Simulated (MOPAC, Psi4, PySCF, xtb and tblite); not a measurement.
Internal rotation in SMILES c1ccc(C(O)=O)c(c1)C. Scanned: dihedral C2–C7–C8–O9; all other coordinates were relaxed at GFN2-xTB. Points at φ and −φ are mirror images.

Atom numbering (GFN2-xTB optimised geometry, Å):
```
18

C      0.3658     2.1513     0.1675
C     -0.2632     0.8067     0.0128
C     -1.6392     0.7110    -0.1626
C     -2.2695    -0.5102    -0.3110
C     -1.5264    -1.6796    -0.2867
C     -0.1598    -1.6121    -0.1133
C      0.4845    -0.3821     0.0374
C      1.9502    -0.3651     0.2200
O      2.6458     0.6134     0.3505
O      2.4947    -1.5986     0.2316
H      0.8951     2.2176     1.1162
H      1.1053     2.3178    -0.6134
H     -0.3872     2.9345     0.1214
H     -2.2271     1.6176    -0.1830
H     -3.3405    -0.5504    -0.4458
H     -2.0114    -2.6370    -0.4023
H      0.4295    -2.5150    -0.0925
H      3.4534    -1.5198     0.3532
```

RHF/3-21G = restricted Hartree-Fock/3-21G, density fitting // GFN2-xTB (PySCF 2.14.0); GFN2-xTB (xtb and tblite); PM6, restricted, heats of formation // GFN2-xTB (MOPAC); RKS-B3LYP/6-31G* = PySCF with restricted B3LYP/6-31G*, spherical d, density fitting // GFN2-xTB; RMP2/3-21G = restricted MP2 (frozen core)/3-21G // GFN2-xTB (PySCF); PBE-D3(BJ)/def2-SVP // GFN2-xTB (Psi4).

Energies in eV, each method relative to its own lowest point.

```tsv
φ / °	RHF/3-21G	GFN2-xTB	PM6	RKS-B3LYP/6-31G*	RMP2/3-21G	PBE-D3(BJ)/def2-SVP
-150	0.139	0.049	0.064	0.080	0.110	0.084
-120	0.326	0.087	0.077	0.183	0.263	0.189
-90	0.463	0.114	0.085	0.257	0.382	0.262
-60	0.311	0.074	0.055	0.171	0.245	0.177
-30	0.089	0.018	0.017	0.042	0.067	0.047
0	0.000	0.000	0.000	0.000	0.000	0.000
30	0.089	0.018	0.017	0.042	0.067	0.047
60	0.311	0.074	0.055	0.171	0.245	0.177
90	0.463	0.114	0.085	0.257	0.382	0.262
120	0.326	0.087	0.077	0.183	0.263	0.189
150	0.139	0.049	0.064	0.080	0.110	0.084
180	0.063	0.040	0.056	0.047	0.047	0.044
```

Root-mean-square difference from the PBE-D3(BJ)/def2-SVP profile, itself a level with limits, after the best constant shift (eV): RHF/3-21G 0.066, GFN2-xTB 0.051, PM6 0.065, RKS-B3LYP/6-31G* 0.003, RMP2/3-21G 0.040.
